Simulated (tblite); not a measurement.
C8H11FSi.
Atom-mapped SMILES: `[CH:1]#[C:2][Si@@H:3]1[CH2:4][C@@H:5]([CH:6]2[CH2:7][CH2:8]2)[C@@H:9]1[F:10]` (hydrogens: H11 on C1; H12 on Si3; H13, H14 on C4; H15 on C5; H16 on C6; H17, H18 on C7; H19, H20 on C8; H21 on C9)

Computed with GFN2-xTB (tblite), gas phase: L-BFGS steps from a force-field or distance-geometry start until the largest atomic force falls under 0.01 eV/Å.

Step 16: E = -791.0310 eV
```
atom  x, y, z in Å  |  force x, y, z in eV/Å
C1      4.5380    0.5737   -0.8632   -0.026  -0.019   0.018
C2      3.5454    0.4565   -0.1935    0.006  -0.031  -0.138
Si3     1.9061    0.2999    0.6271    0.038  -0.017   0.066
C4      0.8313   -1.2338    0.2402   -0.003  -0.013  -0.030
C5     -0.2925   -0.3477   -0.3448   -0.045  -0.008   0.015
C6     -1.4774   -0.1732    0.5685   -0.061   0.037   0.036
C7     -2.6494    0.6011    0.0377   -0.043  -0.017  -0.020
C8     -2.7897   -0.8573    0.3574   -0.084   0.012  -0.069
C9      0.4496    1.0037   -0.4248    0.029  -0.004  -0.049
F10     0.7828    1.3282   -1.7279    0.041   0.028  -0.075
H11     5.4163    0.6719   -1.4332    0.046   0.009   0.032
H12     1.9445    0.7483    2.0129   -0.002   0.054   0.125
H13     0.4921   -1.8856    1.0407    0.027   0.033   0.086
H14     1.2739   -1.8681   -0.5248   -0.015  -0.048  -0.040
H15    -0.6119   -0.6838   -1.3324   -0.070   0.025  -0.021
H16    -1.1957    0.0036    1.5993    0.049   0.060   0.055
H17    -2.6077    0.8805   -1.0050   -0.035   0.007   0.004
H18    -3.1469    1.3356    0.6545    0.033  -0.081   0.052
H19    -2.8963   -1.5523   -0.4593    0.026  -0.036  -0.061
H20    -3.3678   -1.1227    1.2296    0.022  -0.057   0.011
H21    -0.1537    1.8382   -0.0595    0.066   0.067   0.002
```

Step 17: E = -791.0347 eV
```
atom  x, y, z in Å  |  force x, y, z in eV/Å
C1      4.5416    0.5726   -0.8613   -0.041  -0.021   0.022
C2      3.5494    0.4513   -0.1924   -0.010  -0.032  -0.126
Si3     1.9103    0.2969    0.6290   -0.023  -0.011   0.017
C4      0.8286   -1.2338    0.2400    0.005   0.048  -0.038
C5     -0.2934   -0.3452   -0.3453   -0.062   0.009   0.043
C6     -1.4790   -0.1710    0.5685   -0.068   0.034   0.031
C7     -2.6529    0.6016    0.0400   -0.089  -0.052  -0.028
C8     -2.7896   -0.8605    0.3561   -0.056   0.047  -0.097
C9      0.4535    1.0042   -0.4260    0.030  -0.024  -0.062
F10     0.7852    1.3223   -1.7318    0.051   0.035  -0.051
H11     5.4176    0.6736   -1.4326    0.082   0.012   0.012
H12     1.9531    0.7548    2.0118   -0.008   0.043   0.121
H13     0.4863   -1.8788    1.0433    0.029  -0.011   0.090
H14     1.2689   -1.8679   -0.5263   -0.015  -0.065  -0.019
H15    -0.6175   -0.6817   -1.3321   -0.041   0.038  -0.005
H16    -1.1989    0.0062    1.5996    0.058   0.055   0.059
H17    -2.6128    0.8828   -1.0046   -0.047   0.003   0.085
H18    -3.1570    1.3291    0.6632    0.079  -0.107  -0.011
H19    -2.8898   -1.5528   -0.4663    0.015  -0.001   0.009
H20    -3.3669   -1.1301    1.2296    0.047  -0.049  -0.051
H21    -0.1456    1.8432   -0.0630    0.064   0.051   0.002
```

Step 18: E = -791.0390 eV
```
atom  x, y, z in Å  |  force x, y, z in eV/Å
C1      4.5461    0.5710   -0.8595   -0.034  -0.020   0.009
C2      3.5531    0.4444   -0.1932   -0.043  -0.034  -0.095
Si3     1.9151    0.2934    0.6319   -0.083   0.007  -0.034
C4      0.8252   -1.2337    0.2396    0.001   0.090  -0.027
C5     -0.2956   -0.3421   -0.3455   -0.059   0.034   0.055
C6     -1.4820   -0.1676    0.5694   -0.051   0.018   0.016
C7     -2.6586    0.6012    0.0422   -0.109  -0.077  -0.023
C8     -2.7908   -0.8635    0.3531    0.002   0.054  -0.089
C9      0.4584    1.0046   -0.4285    0.023  -0.031  -0.058
F10     0.7888    1.3163   -1.7374    0.055   0.030  -0.010
H11     5.4205    0.6758   -1.4314    0.101   0.011   0.002
H12     1.9630    0.7633    2.0130   -0.016   0.017   0.079
H13     0.4803   -1.8710    1.0478    0.038  -0.042   0.065
H14     1.2626   -1.8689   -0.5282   -0.024  -0.067   0.019
H15    -0.6250   -0.6784   -1.3317   -0.008   0.050   0.021
H16    -1.2015    0.0102    1.6009    0.045   0.043   0.040
H17    -2.6197    0.8858   -1.0027   -0.057   0.007   0.134
H18    -3.1674    1.3196    0.6733    0.095  -0.100  -0.056
H19    -2.8820   -1.5536   -0.4744    0.002   0.029   0.069
H20    -3.3649   -1.1399    1.2283    0.057  -0.040  -0.110
H21    -0.1346    1.8499   -0.0675    0.066   0.021  -0.007
```

Step 19: E = -791.0434 eV
```
atom  x, y, z in Å  |  force x, y, z in eV/Å
C1      4.5511    0.5690   -0.8577   -0.008  -0.016  -0.014
C2      3.5565    0.4363   -0.1954   -0.078  -0.034  -0.061
Si3     1.9191    0.2901    0.6347   -0.111   0.034  -0.069
C4      0.8212   -1.2327    0.2392   -0.013   0.093   0.000
C5     -0.2990   -0.3379   -0.3448   -0.033   0.052   0.045
C6     -1.4861   -0.1634    0.5708   -0.011   0.000   0.001
C7     -2.6667    0.5992    0.0444   -0.086  -0.073  -0.007
C8     -2.7923   -0.8659    0.3487    0.066   0.020  -0.044
C9      0.4638    1.0048   -0.4323    0.009  -0.019  -0.035
F10     0.7939    1.3106   -1.7437    0.054   0.017   0.031
H11     5.4252    0.6784   -1.4301    0.087   0.006   0.012
H12     1.9736    0.7727    2.0153   -0.026  -0.018   0.008
H13     0.4747   -1.8636    1.0533    0.050  -0.051   0.021
H14     1.2550   -1.8712   -0.5295   -0.040  -0.049   0.064
H15    -0.6330   -0.6736   -1.3308    0.019   0.056   0.044
H16    -1.2036    0.0151    1.6029    0.015   0.028   0.007
H17    -2.6284    0.8894   -0.9982   -0.063   0.019   0.123
H18    -3.1773    1.3078    0.6832    0.070  -0.055  -0.061
H19    -2.8734   -1.5541   -0.4819   -0.010   0.034   0.087
H20    -3.3615   -1.1515    1.2245    0.043  -0.033  -0.135
H21    -0.1216    1.8574   -0.0730    0.064  -0.010  -0.016
```

Q: Estimate the geometry and energy of step 20. (The exact step hangs on the optimiser's Hessian estimate; all steps are aligned on step 19, rigid shifts and turns removed.)

A: E = -791.0470 eV, largest force 0.130 eV/Å
```
atom  x, y, z in Å  |  force x, y, z in eV/Å
C1      4.5556    0.5669   -0.8563    0.015  -0.012  -0.035
C2      3.5589    0.4286   -0.1981   -0.093  -0.029  -0.043
Si3     1.9211    0.2882    0.6358   -0.089   0.055  -0.078
C4      0.8170   -1.2309    0.2395   -0.025   0.059   0.030
C5     -0.3026   -0.3332   -0.3435    0.004   0.052   0.022
C6     -1.4898   -0.1592    0.5723    0.028  -0.008  -0.008
C7     -2.6753    0.5961    0.0466   -0.027  -0.042   0.013
C8     -2.7924   -0.8678    0.3444    0.106  -0.031   0.012
C9      0.4685    1.0050   -0.4362   -0.003   0.004  -0.005
F10     0.7993    1.3058   -1.7490    0.051   0.003   0.048
H11     5.4307    0.6808   -1.4286    0.047  -0.004   0.039
H12     1.9828    0.7807    2.0169   -0.037  -0.049  -0.059
H13     0.4703   -1.8582    1.0579    0.056  -0.039  -0.017
H14     1.2473   -1.8740   -0.5291   -0.052  -0.021   0.094
H15    -0.6395   -0.6682   -1.3292    0.032   0.052   0.049
H16    -1.2053    0.0195    1.6047   -0.014   0.017  -0.018
H17    -2.6374    0.8932   -0.9920   -0.064   0.033   0.060
H18    -3.1854    1.2967    0.6907    0.017   0.006  -0.027
H19    -2.8658   -1.5541   -0.4870   -0.012   0.010   0.052
H20    -3.3577   -1.1627    1.2185    0.012  -0.034  -0.110
H21    -0.1092    1.8638   -0.0785    0.050  -0.020  -0.019
```

The energy changes by -0.0036 eV. The first-order estimate −F·Δx gives -0.0051 eV and the mean of the old and new forces, exact on a quadratic surface, -0.0036 eV. The step makes an angle of 72° with the force vector and moves no atom by more than 0.016 Å.

The cost below is that of the whole relaxation. Hardware: an Arm Neoverse N1 with one thread, no GPU, on a shared host. Cost: 2.1 s of wall time.
